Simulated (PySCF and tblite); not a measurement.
The numbers below are computed, except where a source is named.
C₇H₁₄, numbered as in [CH3:1][CH:2]1[CH2:3][CH2:4][CH2:5][CH2:6][CH2:7]1.

Search: ETKDG and KDG, MMFF94s, GFN2-xTB, 60 starts; geometries at GFN2-xTB. Energies: CAM-B3LYP-D3(BJ)/pcSseg-1 (IEF-PCM, chloroform), with GFN2-xTB thermal terms (modes under about 100 cm⁻¹ blended into free rotors). Symmetry numbers and mirror images are counted. Conformers within 3 kcal/mol (GFN2-xTB free energy) were kept, 7 at most. GIAO shieldings: CAM-B3LYP/pcSseg-1 (IEF-PCM, chloroform). Shifts are against TMS (¹H), TMS (¹³C) at the same level; of two unlike H on one atom, a is the less shielded. Run with PySCF (density fitting) and tblite.

**Question.** List the conformer-averaged shifts at 298.15 K.

**Answer.** ¹H: 1.73 (H4a/H6a, 2H), 1.66 (H5a, 1H), 1.66 (H3a/H7a, 2H), 1.25 (H4b/H6b, 2H), 1.17 (H2, 1H), 1.14 (H5b, 1H), 0.95 (H1, 3H), 0.85 (H3b/H7b, 2H) ppm. ¹³C: 39.7 (C3/C7), 37.6 (C2), 31.1 (C5), 31.0 (C4/C6), 25.6 (C1) ppm.

**Question.** How do the conformers differ?

**Answer.** The 6-ring runs over atoms 2–3–4–5–6–7.
```csv
conformer,shape,weight %
1,6-ring chair (all substituents equatorial),94.5
2,6-ring chair (C1 axial),5.5
```

| signal | 1 | 2 | average |
| --- | --- | --- | --- |
| H1 | 0.94 | 1.09 | 0.95 |
| H2 | 1.13 | 1.81 | 1.17 |
| H3a/H7a | 1.66 | 1.52 | 1.66 |
| H3b/H7b | 0.82 | 1.48 | 0.85 |
| H4a/H6a | 1.75 | 1.52 | 1.73 |
| H4b/H6b | 1.25 | 1.43 | 1.25 |
| H5a | 1.69 | 1.18 | 1.66 |
| H5b | 1.11 | 1.71 | 1.14 |
| C1 | 25.9 | 19.4 | 25.6 |
| C2 | 37.9 | 32.0 | 37.6 |
| C3/C7 | 39.9 | 36.0 | 39.7 |
| C4/C6 | 31.3 | 24.5 | 31.0 |
| C5 | 31.1 | 31.4 | 31.1 |

**Question.** Which signal moves most, for its nucleus, between 220 and 380 K through the change of populations alone?

**Answer.** H2: 1.15 ppm at 220 K, 1.16 ppm at 260 K, 1.17 ppm at 298.15 K, 1.18 ppm at 340 K, 1.20 ppm at 380 K.

Shifts are unscaled: against experiment ¹³C can be off by 15 ppm or more and ¹H by 0.8 ppm.
